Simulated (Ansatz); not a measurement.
Born–Oppenheimer molecular dynamics of ClF2H6HfOPSi (13 atoms, charge 0, multiplicity 1). It starts at the highest image of a converged band, a first-order saddle point between two minima.

Method: RKS PBE/def2-SVP in Ansatz 0.2.0.

| Quantity | Value |
| --- | --- |
| ensemble | NVE (velocity Verlet) |
| time step | 0.5 fs |
| steps asked | 200 |
| starting velocities drawn for | 300 K |
| seed | 11772 |

First frame:

```xyz
13
Properties=species:S:1:pos:R:3
Hf -0.178 -0.452 -0.062
O -0.426 -0.891 2.035
Si -1.375 -0.213 3.304
H -2.827 -0.328 2.952
H -1.065 -1.028 4.525
H -0.981 1.216 3.511
F 1.294 0.530 -0.786
F -1.358 1.004 0.426
Cl -1.401 -1.686 -1.659
P 1.393 -2.542 0.908
H 1.202 -3.865 0.415
H 2.814 -2.427 0.897
H 0.362 -1.798 2.092
```

What does the run give?

All steps were run.

```
steps done                                               : 200
time covered                                             : 100 fs
mean temperature over the second half                    : 218 K
spread of the potential energy over the second half      : 3.4 meV per atom
mean potential energy of the second half above the start : 9.0 meV per atom
```

The conserved energy stayed within 0.084 meV per atom of its start (net change 0.067 meV per atom), so the integration is sound. A run of 0.1 ps of so small a system gives no equilibrium averages. The orbitals stay closed-shell, which can raise the energy where a bond breaks towards radicals; this wasn't checked here.

What happens to the structure?

Between its relaxed ends the band would form Hf1–P10, O2–H13 and break P10–H13. These pairs go: Hf1–P10 2.79 → 2.64 Å, O2–H13 1.20 → 1.04 Å, P10–H13 1.74 → 2.46 Å. In the last frame they stand as after the step (other bonds may differ from the relaxed reactants and products). It ends as one piece, ClF2H6HfOPSi. Pairs count as bonded within 1.25 times the sum of covalent radii (0.12 Å more for H–H). This is one draw of velocities; another would differ in detail.

How do temperature and energy run in time?


```tsv
time (fs)	T (K)	potential energy less start (eV)	conserved less start (meV/atom)
0	300	0.000	0.00
3	231	0.098	0.03
6	154	0.208	0.04
9	127	0.247	0.03
12	123	0.253	0.05
15	199	0.143	0.02
18	265	0.050	0.02
21	277	0.033	0.02
24	231	0.098	0.02
27	170	0.186	0.04
30	171	0.184	0.04
33	202	0.139	0.03
36	282	0.025	-0.02
39	263	0.052	0.04
42	271	0.041	-0.01
45	209	0.131	0.07
48	201	0.141	0.01
51	188	0.159	0.04
54	219	0.115	0.00
57	246	0.077	-0.01
60	238	0.089	0.04
63	255	0.063	0.00
66	221	0.114	0.07
69	236	0.092	0.00
72	209	0.130	0.04
75	203	0.138	0.03
78	221	0.112	-0.04
81	177	0.175	0.07
84	226	0.105	-0.02
87	249	0.072	-0.02
90	242	0.083	0.05
93	260	0.056	-0.05
96	178	0.173	0.03
99	132	0.240	0.05
```

The run took 7.2 min on 4 threads of AMD EPYC 7B13 (Zen 3), with other jobs on the host, peak memory 0.28 GiB.
